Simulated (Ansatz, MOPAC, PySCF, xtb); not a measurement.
Lewis adduct: BH3 (SMILES B) (first 4 atoms) with PH3 (SMILES P); geometry from B3LYP-D3(BJ)/def2-TZVP, rigid monomers moved along the line of their centres of mass till B1···P5 is 2.70 Å.
(charge 0, multiplicity 1):
```json
[
 {"atom": "B", "x (Å)": "-0.0303", "y (Å)": "-0.0774", "z (Å)": "0.6721"},
 {"atom": "H", "x (Å)": "1.0967", "y (Å)": "-0.4211", "z (Å)": "0.4177"},
 {"atom": "H", "x (Å)": "-0.8416", "y (Å)": "-0.9688", "z (Å)": "0.6552"},
 {"atom": "H", "x (Å)": "-0.3837", "y (Å)": "0.9320", "z (Å)": "0.1159"},
 {"atom": "P", "x (Å)": "0.0883", "y (Å)": "0.6329", "z (Å)": "3.2760"},
 {"atom": "H", "x (Å)": "-1.0918", "y (Å)": "1.0907", "z (Å)": "3.8891"},
 {"atom": "H", "x (Å)": "0.4792", "y (Å)": "-0.3443", "z (Å)": "4.2088"},
 {"atom": "H", "x (Å)": "0.9643", "y (Å)": "1.6723", "z (Å)": "3.6366"}
]
```

Monomers are frozen at their geometry in the pair; levels with a basis set take the counterpoise correction. Rows marked so take none.

Frozen-core correlation. CBS: X⁻³ extrapolation of the correlation energy, Hartree–Fock from the larger set. Rows in 6-311+G**, 6-31G* carry no dispersion term and start afresh at each structure (6-31G* with six Cartesian d functions). MP2/6-31G* freezes PySCF's default core. The state that PM3 reach isn't checked.

Run with Ansatz (a first-principles code) with Gaussian orbitals; MOPAC for PM3 (differences of heats of formation); PySCF for 6-311+G** rows, 6-31G* rows, the dispersion terms; xtb for the GFN methods. Values without a source in brackets are computed.

| level | interaction energy (kcal/mol) |
|---|---|
| PM3 | -22.32 |
| GFN1-xTB | -13.64 |
| B3LYP/6-311+G** (no counterpoise) | -16.15 |
| B3LYP/def2-TZVPPD | -15.94 |
| B3LYP-D3(BJ)/def2-TZVPPD | [?] |
| wB97M-V/def2-TZVPPD | [?] |
| MP2/6-31G* | -14.07 |
| CCSD/aug-cc-pV(D+d)Z | -14.20 |
| CCSD(T)/CBS(aug-cc-pV(D+d)Z, aug-cc-pV(T+d)Z) | -16.27 |

What belongs in the gaps?


- B3LYP-D3(BJ)/def2-TZVPPD, interaction energy (kcal/mol): -17.90
- wB97M-V/def2-TZVPPD, interaction energy (kcal/mol): -17.12
